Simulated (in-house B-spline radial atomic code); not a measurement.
Whole-atom quantities along the 63-electron series, configuration 1s2 2s2 2p6 3s2 3p6 3d10 4s2 4p6 4d10 4f5/2(6) 4f7/2(7) 5s2 5p1/2(2). Breit and QED terms are first order and not part of the total energy; the density at the nucleus is averaged over the nuclear charge. Computed with a radial B-spline atomic code at the basis-set limit: Dirac-Hartree-Fock, jj configuration that fills j = l - 1/2 first, finite nuclei.

```
  ion   Z  E/Z² (Eh)  Σ<r²> (bohr²)  n(0)/Z³ (bohr⁻³)  Lamb diamagnetic shielding (ppm)  repulsion over attraction  Breit energy (eV)  self-energy (eV)  vacuum polarisation (eV)
 Lu8+  71    -2.8872         19.117            2.8689                           8977.97                    0.14306             397.03            325.42                   -56.186
 Hf9+  72    -2.9061         17.694            2.9859                           9166.63                    0.14173             416.78            343.19                   -60.114
Ta10+  73          ?              ?                 ?                                 ?                          ?                  ?                 ?                         ?
 W11+  74    -2.9437         15.368            3.2271                           9548.72                    0.13898             458.44            381.15                   -68.708
Re12+  75          ?              ?                 ?                                 ?                          ?                  ?                 ?                         ?
Os13+  76    -2.9808         13.535            3.4882                           9937.92                    0.13616             503.13            422.59                     -78.4
```

(1) Fill in the row of Ta10+.

(2) Fill in the row of Re12+.

(3) With what power of Z does the column «Breit energy (eV)» change over this range?

## Answers

(1) E/Z² (Eh): -2.925; Σ<r²> (bohr²): 16.456; n(0)/Z³ (bohr⁻³): 3.1045; Lamb diamagnetic shielding (ppm): 9356.84; repulsion over attraction: 0.14036; Breit energy (eV): 437.24; self-energy (eV): 361.75; vacuum polarisation (eV): -64.282.

(2) E/Z² (Eh): -2.9623; Σ<r²> (bohr²): 14.401; n(0)/Z³ (bohr⁻³): 3.3587; Lamb diamagnetic shielding (ppm): 9742.4; repulsion over attraction: 0.13758; Breit energy (eV): 480.4; self-energy (eV): 401.42; vacuum polarisation (eV): -73.413.

(3) A fit of the logarithm of its size against log Z from Z = 71 to 76 has slope 3.48.
